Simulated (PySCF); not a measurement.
PySCF job for SiClBr, SMILES Cl[Si]Br (connectivity only; charge and spin as stated), neutral, multiplicity 1, TDA-LC-ωPBE/def2-SVPD. Geometry: PBE0-D3(BJ)/def2-TZVP.

```python
import numpy as np
from pyscf import gto, scf, dft, tdscf

mol = gto.M(
    atom='''
    Si    1.02078302    0.64197599    0.00000000
    Cl   -0.47984367    2.07593397    0.00000000
    Br   -0.17524628   -1.26510118    0.00000000
    ''',
    basis='def2-SVPD',
    charge=0,
    spin=0,
    symmetry=True,
    max_memory=1600,
    verbose=4,
)
mf = dft.RKS(mol, xc='lc_wpbe').density_fit(auxbasis='def2-universal-jkfit')
mf.grids.level = 3
mf.conv_tol = 1e-9
mf.max_cycle = 100
mf.kernel()
mf.grids = dft.Grids(mol).set(level=1).build(with_non0tab=True)  # coarser grid for the response kernel
td = tdscf.TDA(mf)
td.singlet = True
td.nstates = 10
td.conv_tol = 1e-4
td.kernel(x0=td.get_init_guess(mf, 15))
td.analyze()
tt = tdscf.TDA(mf)
tt.singlet = False
tt.nstates = 4
tt.conv_tol = 1e-4
tt.kernel(x0=tt.get_init_guess(mf, 9))
tt.analyze(verbose=3)
```

Program output:

```
PySCF version 2.14.0

[INPUT] verbose = 4
[INPUT] num. atoms = 3
[INPUT] num. electrons = 66
[INPUT] charge = 0
[INPUT] spin (= nelec alpha-beta = 2S) = 0
[INPUT] symmetry True subgroup None
[INPUT] Mole.unit = angstrom
[INPUT] Symbol           X                Y                Z      unit          X                Y                Z       unit  Magmom
[INPUT]  1 Si     1.020783020000   0.641975990000   0.000000000000 AA    1.929000340406   1.213158799647   0.000000000000 Bohr   0.0
[INPUT]  2 Cl    -0.479843670000   2.075933970000   0.000000000000 AA   -0.906773118906   3.922946655981   0.000000000000 Bohr   0.0
[INPUT]  3 Br    -0.175246280000  -1.265101180000   0.000000000000 AA   -0.331167473549  -2.390694750064   0.000000000000 Bohr   0.0

nuclear repulsion = 269.716570886165
point group symmetry = Cs
symmetry origin: [2.57689931e-09 1.43161076e-09 0.00000000e+00]
symmetry axis x: [ 1.00000000e+00 -1.14387947e-09  0.00000000e+00]
symmetry axis y: [1.14387947e-09 1.00000000e+00 0.00000000e+00]
symmetry axis z: [0. 0. 1.]
num. orbitals of irrep A' = 64
num. orbitals of irrep A" = 28
number of shells = 36
number of NR pGTOs = 170
number of NR cGTOs = 92
basis = def2-SVPD
ecp = {}


******** <class 'pyscf.df.df_jk.DFSymAdaptedRKS'> ********
method = DFSymAdaptedRKS
initial guess = minao
damping factor = 0
level_shift factor = 0
DIIS = <class 'pyscf.scf.diis.CDIIS'>
diis_start_cycle = 1
diis_space = 8
diis_damp = 0
SCF conv_tol = 1e-09
SCF conv_tol_grad = None
SCF max_cycles = 100
direct_scf = False
XC library pyscf.dft.libxc version 7.1.2
    S. Lehtola, C. Steigemann, M. J. T. Oliveira, and M. A. L. Marques,  SoftwareX 7, 1–5 (2018)
XC functionals = lc_wpbe
    O. A. Vydrov and G. E. Scuseria,  J. Chem. Phys. 125, 234109 (2006)
radial grids:
    Treutler-Ahlrichs [JCP 102, 346 (1995); DOI:10.1063/1.469408] (M4) radial grids

becke partition: Becke, JCP 88, 2547 (1988); DOI:10.1063/1.454033
pruning grids: <function nwchem_prune>
grids dens level: 3
symmetrized grids: True
atomic radii adjust function: <function treutler_atomic_radii_adjust>
small_rho_cutoff = 0
Freeze 0 electrons in irreps []
    66 free electrons in irreps A' A"
Set gradient conv threshold to 3.16228e-05
Initial guess from minao.
tot grids = 58488
Create RSH-DF object <pyscf.df.df.DF object> for omega=0.4
******** <class 'pyscf.df.df.DF'> ********
auxbasis = auxmol.basis = def2-universal-jkfit
init E= -3321.76340365399
HOMO (A') = -0.279031058547738  LUMO (A") = -0.0821098539952581  gap/eV = 5.35850
cycle= 1 E= -3322.72954351054  delta_E= -0.966  |g|= 0.378  |ddm|= 1.89
HOMO (A') = -0.395743363097793  LUMO (A") = -0.0901990802508297  gap/eV = 8.31428
cycle= 2 E= -3322.75845469984  delta_E= -0.0289  |g|= 0.276  |ddm|= 0.902
HOMO (A') = -0.377943764014203  LUMO (A") = -0.0400858004307461  gap/eV = 9.19358
cycle= 3 E= -3322.78212158593  delta_E= -0.0237  |g|= 0.0325  |ddm|= 0.38
HOMO (A') = -0.376032498544028  LUMO (A") = -0.0366171596195657  gap/eV = 9.23596
cycle= 4 E= -3322.78238837385  delta_E= -0.000267  |g|= 0.0115  |ddm|= 0.0515
HOMO (A') = -0.375632052477137  LUMO (A") = -0.0350196552411521  gap/eV = 9.26854
cycle= 5 E= -3322.78246787153  delta_E= -7.95e-05  |g|= 0.00311  |ddm|= 0.0354
HOMO (A') = -0.375867179692613  LUMO (A") = -0.035376949148588  gap/eV = 9.26521
cycle= 6 E= -3322.78247822945  delta_E= -1.04e-05  |g|= 0.00112  |ddm|= 0.014
HOMO (A') = -0.375911985409473  LUMO (A") = -0.0354203943831575  gap/eV = 9.26525
cycle= 7 E= -3322.7824791987  delta_E= -9.69e-07  |g|= 0.000344  |ddm|= 0.00439
HOMO (A') = -0.375916226755076  LUMO (A") = -0.0354315271869101  gap/eV = 9.26506
cycle= 8 E= -3322.78247930173  delta_E= -1.03e-07  |g|= 7.45e-05  |ddm|= 0.00172
HOMO (A') = -0.375898633761993  LUMO (A") = -0.0354124931606403  gap/eV = 9.26510
cycle= 9 E= -3322.78247930679  delta_E= -5.06e-09  |g|= 2.03e-05  |ddm|= 0.000356
HOMO (A') = -0.375899877639818  LUMO (A") = -0.0354142707710099  gap/eV = 9.26509
cycle= 10 E= -3322.78247930719  delta_E= -4.02e-10  |g|= 6.41e-06  |ddm|= 6.8e-05
HOMO (A') = -0.375899515664062  LUMO (A") = -0.0354141357351261  gap/eV = 9.26508
Extra cycle  E= -3322.78247930723  delta_E= -3.59e-11  |g|= 3.43e-06  |ddm|= 1.68e-05
converged SCF energy = -3322.78247930723
tot grids = 20064


******** <class 'pyscf.tdscf.rks.TDA'> for <class 'pyscf.df.df_jk.DFSymAdaptedRKS'> ********
nstates = 10 singlet
deg_eia_thresh = 1.000e-03
wfnsym = None
conv_tol = 0.0001
eigh lindep = 1e-12
eigh level_shift = 0
eigh max_cycle = 100


Excitation energies (eV)
[3.7802935  4.96437448 5.74728168 6.57253473 6.61573085 6.9419753
 7.18548361 7.31526864 7.75244389 7.78975991]

** Singlet excitation energies and oscillator strengths **
Excited State   1:   A"      3.78029 eV    327.98 nm  f=0.0377
      33 -> 34       -0.69840
Excited State   2:   A"      4.96437 eV    249.75 nm  f=0.0002
      32 -> 34       -0.69972
Excited State   3:   A'      5.74728 eV    215.73 nm  f=0.0185
      31 -> 34       -0.65119
      33 -> 35       -0.21416
Excited State   4:   A'      6.57253 eV    188.64 nm  f=0.1333
      30 -> 34        0.27353
      33 -> 35        0.36456
      33 -> 36        0.48291
      33 -> 37       -0.11364
      33 -> 40        0.10744
Excited State   5:   A"      6.61573 eV    187.41 nm  f=0.0108
      29 -> 34       -0.69521
Excited State   6:   A'      6.94198 eV    178.60 nm  f=0.2972
      30 -> 34       -0.16217
      31 -> 34       -0.15266
      32 -> 35        0.18377
      32 -> 36        0.17918
      33 -> 35        0.47387
      33 -> 36       -0.33132
Excited State   7:   A'      7.18548 eV    172.55 nm  f=0.1250
      30 -> 34        0.58100
      32 -> 35        0.19778
      33 -> 36       -0.26315
      33 -> 37        0.10089
Excited State   8:   A"      7.31527 eV    169.49 nm  f=0.0019
      28 -> 34        0.69311
Excited State   9:   A'      7.75244 eV    159.93 nm  f=0.2239
      29 -> 35       -0.11392
      30 -> 34       -0.13739
      32 -> 35        0.59602
      33 -> 35       -0.10150
      33 -> 36        0.16958
Excited State  10:   A"      7.78976 eV    159.16 nm  f=0.0089
      31 -> 35        0.62835
      31 -> 36        0.21229
      31 -> 38        0.12047
      31 -> 42        0.11516

** Transition electric dipole moments (AU) **
state          X           Y           Z        Dip. S.      Osc.
  1         0.0000     -0.0000     -0.6382      0.4073      0.0377
  2        -0.0000     -0.0000      0.0409      0.0017      0.0002
  3        -0.0045     -0.3628      0.0000      0.1317      0.0185
  4        -0.8177     -0.3987     -0.0000      0.8277      0.1333
  5         0.0000     -0.0000     -0.2580      0.0666      0.0108
  6        -0.3296     -1.2802     -0.0000      1.7476      0.2972
  7         0.8101     -0.2316     -0.0000      0.7100      0.1250
  8         0.0000      0.0000     -0.1036      0.0107      0.0019
  9        -0.2282      1.0616     -0.0000      1.1790      0.2239
 10        -0.0000      0.0000      0.2157      0.0465      0.0089

** Transition velocity dipole moments (imaginary part, AU) **
state          X           Y           Z        Dip. S.      Osc.
  1         0.0000     -0.0000      0.0339      0.0011      0.0055
  2        -0.0000     -0.0000      0.0042      0.0000      0.0001
  3         0.0316      0.0065      0.0000      0.0010      0.0033
  4        -0.2206     -0.0538     -0.0000      0.0515      0.1423
  5         0.0000     -0.0000     -0.0153      0.0002      0.0006
  6        -0.0518     -0.1953     -0.0000      0.0408      0.1067
  7         0.1056     -0.0207     -0.0000      0.0116      0.0293
  8         0.0000      0.0000      0.0045      0.0000      0.0001
  9        -0.0761      0.2315      0.0000      0.0594      0.1389
 10        -0.0000      0.0000      0.0844      0.0071      0.0166

** Transition magnetic dipole moments (imaginary part, AU) **
state          X           Y           Z
  1         0.2980     -1.3652      0.0000
  2        -0.4629      0.0045     -0.0000
  3        -0.0000     -0.0000     -0.2132
  4         0.0000      0.0000     -0.3263
  5        -0.1623     -0.3009      0.0000
  6         0.0000      0.0000      1.9433
  7         0.0000      0.0000      0.6839
  8        -1.1416     -0.2495      0.0000
  9        -0.0000      0.0000     -1.3541
 10         0.1835      0.1484     -0.0000


******** <class 'pyscf.tdscf.rks.TDA'> for <class 'pyscf.df.df_jk.DFSymAdaptedRKS'> ********
nstates = 4 triplet
deg_eia_thresh = 1.000e-03
wfnsym = None
conv_tol = 0.0001
eigh lindep = 1e-12
eigh level_shift = 0
eigh max_cycle = 100


Excitation energies (eV)
[2.01367654 4.80590327 4.90939789 4.94430745]

** Triplet excitation energies and oscillator strengths **
Excited State   1:   A"      2.01368 eV    615.71 nm  f=0.0000
Excited State   2:   A"      4.80590 eV    257.98 nm  f=0.0000
Excited State   3:   A'      4.90940 eV    252.54 nm  f=0.0000
Excited State   4:   A'      4.94431 eV    250.76 nm  f=0.0000
```

The calculation finished and met its thresholds.

Cost: very roughly 50 core-seconds.
